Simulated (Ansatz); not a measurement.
Spectroscopic constants of IrC, multiplicity 2 (the spin of the measured ground state). No spin–orbit coupling.

Constants: fifth-degree fit in 1/R to seven points, most abundant isotopes. In def2 and cc sets the state is the lowest found near the PBE0 minimum, followed along R.

Codes used: Ansatz (an electronic-structure program). Values without a source in brackets are computed. In def2 rows elements past Kr take small-core potentials, without spin–orbit coupling.

```json
[
 {"level": "SVWN5/def2-TZVPP", "r_e (Å)": "1.632", "ω_e (cm⁻¹)": "1177", "α_e (cm⁻¹)": "0.0030", "B_e (cm⁻¹)": "0.560", "D_e (eV)": "8.98", "dipole (D)": "1.99"},
 {"level": "PBE/def2-TZVPP", "r_e (Å)": "1.646", "ω_e (cm⁻¹)": "1139", "α_e (cm⁻¹)": "0.0031", "B_e (cm⁻¹)": "0.551", "D_e (eV)": "7.70", "dipole (D)": "2.06"},
 {"level": "r2SCAN/def2-TZVPP", "r_e (Å)": "1.634", "ω_e (cm⁻¹)": "1170", "α_e (cm⁻¹)": "0.0030", "B_e (cm⁻¹)": "0.559", "D_e (eV)": "6.84", "dipole (D)": "2.21"},
 {"level": "B97M-V/def2-TZVPP", "r_e (Å)": "1.634", "ω_e (cm⁻¹)": "1162", "α_e (cm⁻¹)": "0.0031", "B_e (cm⁻¹)": "0.559", "D_e (eV)": "6.52", "dipole (D)": "2.12"},
 {"level": "B3LYP/def2-TZVPP", "r_e (Å)": "1.637", "ω_e (cm⁻¹)": "1156", "α_e (cm⁻¹)": "0.0031", "B_e (cm⁻¹)": "0.557", "D_e (eV)": "6.62", "dipole (D)": "2.18"},
 {"level": "PBE0/def2-TZVPP", "r_e (Å)": "1.626", "ω_e (cm⁻¹)": "1188", "α_e (cm⁻¹)": "0.0030", "B_e (cm⁻¹)": "0.565", "D_e (eV)": "6.69", "dipole (D)": "2.23"},
 {"level": "BHLYP/def2-TZVPP", "r_e (Å)": "1.615", "ω_e (cm⁻¹)": "1202", "α_e (cm⁻¹)": "0.0031", "B_e (cm⁻¹)": "0.572", "D_e (eV)": "5.33", "dipole (D)": "2.35"},
 {"level": "CAM-B3LYP/def2-TZVPP", "r_e (Å)": "1.622", "ω_e (cm⁻¹)": "1199", "α_e (cm⁻¹)": "0.0030", "B_e (cm⁻¹)": "0.567", "D_e (eV)": "6.36", "dipole (D)": "2.32"},
 {"level": "wB97X-V/def2-TZVPP", "r_e (Å)": "1.619", "ω_e (cm⁻¹)": "1215", "α_e (cm⁻¹)": "0.0030", "B_e (cm⁻¹)": "0.569", "D_e (eV)": "6.56", "dipole (D)": "2.43"},
 {"level": "wB97M-V/def2-TZVPP", "r_e (Å)": "1.621", "ω_e (cm⁻¹)": "1204", "α_e (cm⁻¹)": "0.0030", "B_e (cm⁻¹)": "0.568", "D_e (eV)": "6.48", "dipole (D)": "2.37"}
]
```

D_e counts from each atom's lowest state at the same level, without counterpoise or zero-point energy.

Measured for the ground state: r_e 1.683 Å, ω_e 1060.1 cm-1, ω_e x_e 4.53 cm-1, B_e 0.5268 cm-1, α_e 0.0032 cm-1 [Huber and Herzberg (1979), NIST Chemistry WebBook]. dipole 1.6 D [compilation of Liu, Meijer and Pérez-Ríos].
